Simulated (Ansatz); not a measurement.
Computed with Ansatz on PBE0-D4/def2-TZVP structures; ΔE is electronic, products minus reactants. CCSD(T)/CBS adds triple-zeta CCSD(T) − MP2 to the extrapolated MP2 energy (def2 sets, frozen cores). This one scheme is used for every species. Functionals use def2-TZVPP. B3LYP here is the variant with VWN-RPA as its local correlation; programs differ in this. One conformer a species, not always the lowest.

`CCCCC` + `O[SiH3]` → `CCCO[SiH3]` + `CC`  (substitution at a C–C bond)

Problem. Is it downhill or uphill in electronic energy at CCSD(T)/CBS, and by how much? (Estimate.)

Solution. Ansatz gave: Uphill: ΔE = +40.9 kJ/mol.

Problem. What do these levels give: PBE0-D4, ωB97X-V, B2PLYP, r2SCAN, B3LYP, HF/def2-TZVPP, MP2/def2-TZVPP, SCS-MP2/def2-TZVPP, MP2/def2-QZVPP, HF/CBS(def2), MP2/CBS(def2), CCSD/CBS(def2)? (An estimate is asked.)

Solution. Ansatz gave: PBE0-D4 36.4, ωB97X-V 33.6, B2PLYP 32.7, r2SCAN 33.5, B3LYP 27.3, HF/def2-TZVPP 24.4, MP2/def2-TZVPP 44.3, SCS-MP2/def2-TZVPP 38.7, MP2/def2-QZVPP 45.6, HF/CBS(def2) 24.1, MP2/CBS(def2) 46.6, CCSD/CBS(def2) 40.0 kJ/mol.

Largest T1 diagnostic among the species: 0.011.

In def2-TZVPP, CCSD(T) changes the Hartree–Fock value by +14.2 kJ/mol (the triples alone add +0.9 kJ/mol) and MP2 by +19.9 kJ/mol.
